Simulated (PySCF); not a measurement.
## From computed data to an observable: chemical shift, span and skew from a shielding tensor

Be(H)(NH2) (BeH3N), SMILES [BeH][NH2]. Atoms are numbered in the order given.

```xyz
5

Be     0.0000     0.0000    -0.9552
H      0.0000     0.0000    -2.2883
N      0.0000     0.0000     0.5482
H      0.0000     0.8219     1.1359
H      0.0000    -0.8219     1.1359
```
Charge 0, spin multiplicity 1.

Geometry: TPSSh-D3(BJ)/def2-TZVPD.

GIAO shieldings from HF/pcSseg-2 (PySCF), non-relativistic, no solvent. The symmetric part of the tensor of N3 has the principal values 194.1, 238.9, 285.6 ppm. The same nucleus in NH3 has σ = 262.2 ppm at this level (PySCF, at its B3LYP-D3(BJ)/def2-TZVP geometry).

### Question
Work out the isotropic shielding, the ¹⁵N shift against NH3, the span and the skew.

### Answer

σ(iso) = (σ11 + σ22 + σ33)/3 = 239.5 ppm. δ = σ(ref) − σ(iso) = 262.2 − (239.5) = 22.7 ppm.
Span Ω = σ33 − σ11 = 91.5 ppm. Skew κ = 3(σ(iso) − σ22)/Ω = 0.02. Tumbling in solution averages the tensor to δ; in a static solid the shielding alone would spread this spin-1/2 line over Ω.
